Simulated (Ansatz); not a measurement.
The molecule BeAl, multiplicity 2 (lowest of 2S+1 = 2, 4 at CCSD(T)/def2-TZVPP on PBE0 minima; our sources give no spin for the ground state, which may be another).

Seven points along R, fitted to fifth degree in 1/R; most abundant isotopes. Runs in def2 and cc sets follow the lowest solution found near the PBE0 minimum.

Correlated levels freeze the inner cores; with def2 sets outer-core shells near the valence are correlated too.

The values were computed with Ansatz (Gaussian orbitals). Each number belongs to the level named beside it.

### Question
What bond length and harmonic frequency does B3LYP/def2-TZVPP give, and what D_e (from each atom's lowest state at the same level)?

### Answer
r_e = 2.429 Å, ω_e = 379 cm⁻¹, D_e = 0.63 eV.

### Question
What bond length and harmonic frequency does CCSD/def2-QZVPP give, and what D_e (from each atom's lowest state at the same level)?

### Answer
r_e = 2.444 Å, ω_e = 351 cm⁻¹, D_e = 0.38 eV.

### Question
What bond length and harmonic frequency does CCSD(T)/def2-QZVPP give, and what D_e (from each atom's lowest state at the same level)?

### Answer
r_e = 2.419 Å, ω_e = 387 cm⁻¹, D_e = 0.54 eV.

Ansatz is an electronic-structure program.
